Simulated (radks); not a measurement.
The numbers below are computed, except where a source is named.
The thulium ion Tm27+, configuration [Kr] 4d6.

Code: a radial shooting solver on a logarithmic mesh with Libxc functionals. Model: scalar-relativistic Kohn-Sham, SCAN, spin-polarised, spherical densities, finite nucleus; open shells are filled with parallel spins first (spin-orbit coupling, left out, can overturn this in heavy ions); meta-GGA in the generalised Kohn-Sham scheme; Fermi nuclear charge, rms radius 5.2256 fm.

Energy parts (eV):
total: -359827.28
kinetic: 391919.03
electron-nucleus: -843452.66
Hartree: 98516.69
exchange-correlation: -6810.34

Orbitals (lengths in bohr, moments of r in powers of bohr; <r^-3> diverges for s and p1/2; r(max) is where P^2 peaks; r(90%) holds 90 % of the orbital's charge):
orbital  occ.  eigenvalue (eV)  r(90%)  <r^-3>   r(max)      <r>
1s up       1        -60285.82  0.0363       -  0.01261  0.02001
1s down     1        -60285.60  0.0363       -  0.01261  0.02001
2s up       1        -10973.29   0.131       -  0.07183  0.08484
2s down     1        -10970.42   0.131       -  0.07182  0.08484
2p up       3        -9793.767   0.123   15130  0.05856  0.07542
2p down     3        -9791.022   0.123   15130  0.05855  0.07541
3s up       1        -3190.399   0.322       -   0.2025   0.2196
3s down     1        -3188.641   0.321       -   0.2026   0.2195
3p up       3        -2830.577   0.327    3329   0.1994   0.2188
3p down     3        -2828.469   0.326    3330   0.1995   0.2186
3d up       5        -2390.346   0.308   438.2   0.1629   0.1984
3d down     5        -2387.072   0.307   438.0   0.1631   0.1983
4s up       1        -1291.955   0.657       -   0.4478   0.4639
4s down     1        -1279.928   0.659       -   0.4477   0.4645
4p up       3        -1162.519   0.686   928.2   0.4623   0.4800
4p down     3        -1150.737   0.688   924.2   0.4622   0.4808
4d up       5        -994.0094   0.711   115.8   0.4627   0.4877
4d down     1        -982.3884   0.713   115.7   0.4624   0.4886

The highest occupied level is 4d down at -982.39 eV. The electron density at the nucleus is 1.002e+06 e/bohr^3 (large components only). Summed over all electrons, <r^2> = 4.641 bohr^2, which gives a Langevin (diamagnetic) susceptibility term of -3.68 x 10^-6 cm^3/mol.
